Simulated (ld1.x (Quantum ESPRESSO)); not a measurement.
Bi (Z = 83), TM: configuration errors across variants

ld1.x (Quantum ESPRESSO) 7.5 input, shortened:

```
&input
   title='Bi', zed=83., rel=2, dft='PBE', iswitch=3,
   config='[Xe] 4f14 5d10 6s2 6p2', rel_dist='average'
 /
 &inputp
   pseudotype=2, tm=.true., lloc=-2, rcloc=1.80,
   nlcc=.true., rcore=1.95
 /
2
6S  1  0   2.00   0.00  2.00  2.00  0.0
6P  2  1   2.00   0.00  2.10  2.10  0.0
 &test
   configts(1)='6s2 6p2'
 /
```

Open shells are filled in proportion to 2j + 1 (rel_dist='average').

All-electron excitation energies from the reference (eV): (1) 6s2 6p3 -8.059; (2) 6s2 6p1 15.425; (3) 6s2 6p0 38.987; (4) 6s2 6p2.5 -4.892; (5) 6s1 6p3 10.589; (6) 6s0 6p5 11.976; (7) 6s1 6p4 1.799.

A true bound ghost makes a file unfit for plane-wave use even where its test errors are small: the radial tests pick states by their node count and pass the ghost by.

Errors AE − PS in meV (a dash: test not solved or not reliable):

| change | (1) | (2) | (3) | (4) | (5) | (6) | (7) | bound ghosts |
| --- | --- | --- | --- | --- | --- | --- | --- | --- |
| base | -6.5 | -24 | -152 | -2.5 | -23 | -61 | -11 | d |
| wave 6s (bound): rc 2.00 bohr becomes 6s (bound): rc 1.52 bohr | -6.1 | -22 | -140 | -2.4 | -27 | -87 | -17 | d |
| wave 6s (bound): rc 2.00 bohr becomes 6s (bound): rc 1.84 bohr | -6.5 | -24 | -152 | -2.5 | -23 | -62 | -12 | d |
| wave 6s (bound): rc 2.00 bohr becomes 6s (bound): rc 2.22 bohr | -6.4 | -23 | -148 | -2.4 | -26 | -78 | -15 | d |
| wave 6s (bound): rc 2.00 bohr becomes 6s (bound): rc 2.48 bohr | -6.0 | -22 | -137 | -2.3 | -36 | -120 | -25 | d |
| wave 6s (bound): rc 2.00 bohr becomes 6s (bound): rc 2.76 bohr | -5.3 | -19 | -119 | -2.0 | -53 | -197 | -42 | d |
| wave 6s (bound): rc 2.00 bohr becomes 6s (bound): rc 2.94 bohr | -4.4 | -16 | -99 | -1.7 | -72 | -281 | -60 | d |

Problem. Give the same row for: wave 6s (bound): rc 2.00 bohr becomes 6s (bound): rc 1.28 bohr.

Solution. -6.2, -22, -139, -2.4, -26, -32, -16; bound ghosts: s, d.
